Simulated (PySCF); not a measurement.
C2H9GeN, SMILES C[CH2][GeH2][NH2], CAM-B3LYP/def2-SVP optimised geometry.

```
13

Ge    -1.55    -0.21     0.00
N     -2.11    -1.18     1.46
C      0.41    -0.21     0.00
C      1.02     0.29     1.31
H     -2.12    -0.94    -1.23
H     -2.06     1.25     0.00
H     -2.00    -0.72     2.36
H     -3.07    -1.53     1.40
H      0.73    -1.25    -0.20
H      0.75     0.39    -0.85
H      0.72     1.33     1.52
H      2.12     0.26     1.28
H      0.70    -0.33     2.16
```

Density from CAM-B3LYP/def2-TZVP run with PySCF at that geometry.

Minimum of the electron density along straight lines between bonded atoms, close to the bond critical point (lines longer than 1.1 times the sum of covalent radii, or with two minima, are not listed):

| bond | length / Å | ρ at the minimum / e bohr⁻³ | ∇²ρ there / e bohr⁻⁵ | position (fraction from the first atom) |
|---|---|---|---|---|
| Ge1–N2 | 1.841 | 0.139 | 0.41 | 0.47 |
| Ge1–C3 | 1.955 | 0.131 | [?] | 0.47 |
| C3–C4 | 1.528 | 0.243 | -0.59 | 0.50 |
| Ge1–H5 | 1.539 | 0.134 | 0.06 | 0.59 |
| Ge1–H6 | 1.550 | 0.130 | 0.06 | 0.59 |
| N2–H7 | 1.017 | 0.330 | -1.54 | 0.73 |
| N2–H8 | 1.017 | 0.330 | -1.55 | 0.73 |
| C3–H9 | 1.101 | 0.271 | -0.90 | 0.64 |
| C3–H10 | 1.102 | 0.270 | -0.90 | 0.64 |
| C4–H11 | 1.102 | 0.272 | -0.92 | 0.64 |
| C4–H12 | 1.101 | 0.273 | -0.92 | 0.64 |
| C4–H13 | 1.101 | 0.273 | -0.92 | 0.64 |

**Question.** What belongs in the gaps?

**Answer.** 
- Ge1–C3, ∇²ρ there / e bohr⁻⁵: 0.07
